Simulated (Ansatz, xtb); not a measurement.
**C4H5F3: which of two isomers lies lower**

Structure a: `C/C=C\C(F)(F)F`, a singlet. Structure b: `C/C=C/C(F)(F)F`, a singlet. Both are isolated molecules in the gas phase, relaxed with r2SCAN-D4/def2-SVP.

Q: Estimate which is lower in electronic energy at CCSD(T)/def2-SVP + ΔMP2/def2-TZVPP, and by roughly how much.

A: The CCSD(T)/def2-SVP + ΔMP2/def2-TZVPP calculation puts structure b lower, by 0.093 eV.

How the difference moves with the method:

| level | geometry | E(b) − E(a) (eV) | departure from the last row (eV) | job, with rough time for the two |
| --- | --- | --- | --- | --- |
| GFN2-xTB | GFN2-xTB | −0.043 | +0.050 | optimisation, 0.3 s |
| HF/STO-3G | GFN2-xTB | −0.066 | +0.027 | single point, 0.72 s |
| r2SCAN-D4/def2-SVP//GFN2-xTB | GFN2-xTB | −0.087 | +0.006 | single point, 4.9 s |
| r2SCAN-D4/def2-SVP | r2SCAN-D4/def2-SVP | −0.089 | +0.004 | optimisation, 41 s |
| HF/def2-SVP | r2SCAN-D4/def2-SVP | −0.137 | −0.044 | part of the CCSD(T) run |
| MP2/def2-SVP | r2SCAN-D4/def2-SVP | −0.111 | −0.018 | part of the CCSD(T) run |
| CCSD(T)/def2-SVP | r2SCAN-D4/def2-SVP | −0.106 | −0.013 | single point |
| CCSD(T)/def2-SVP + ΔMP2/def2-TZVPP | r2SCAN-D4/def2-SVP | −0.093 |  | single point, 84 s |

As drawn, both hold the same kinds of bond in the same numbers.

None of the levels shown reverses the order. The largest departure from CCSD(T)/def2-SVP + ΔMP2/def2-TZVPP is that of GFN2-xTB, 0.050 eV. The last row adds to CCSD(T) the change of the MP2 difference between the two basis sets, here +0.013 eV.

With thermal terms from frequencies at re-optimised GFN2-xTB minima (ideal gas, soft modes damped towards free rotors, one conformer each, 298.15 K, 1 atm): on the last row, ΔE + ΔZPE = −0.100, ΔH = −0.096, ΔG = −0.105 eV.

The correlated steps freeze 7 core orbitals. Run with Ansatz 0.2.0, xtb 6.7.1; the last row on 2 threads of Intel(R) Xeon(R) Platinum 8259CL CPU @ 2.50GHz (Skylake/Cascade Lake) on a shared host.
